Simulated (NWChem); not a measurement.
TiN₂H₄O; SMILES [NH]=[Ti]([NH2])[OH]

```xyz
8

Ti    -0.0414    -0.0346     0.2045
N     -1.6780     0.1423    -0.1414
H     -2.6634     0.1735    -0.4311
O      0.7574    -1.6451    -0.1347
H      0.4311    -2.4874    -0.4914
N      0.9127     1.5879    -0.1213
H      1.9316     1.6375    -0.2518
H      0.5098     2.4862    -0.4076
```
Atoms are numbered in this order, from 1.

Computed with NWChem. Pople sets run with spherical d functions. Structure relaxed at the PBE-D3(BJ)/def2-SVP level.

For level B3LYP/6-31G*:

```yaml
highest occupied level (eV): -6.32
orbital gap (eV): 4.36
```

Estimate the same quantities for level HCTH/407/6-31G*.


| Property | Result |
|---|---|
| highest occupied level (eV) | -5.39 |
| orbital gap (eV) | 2.62 |
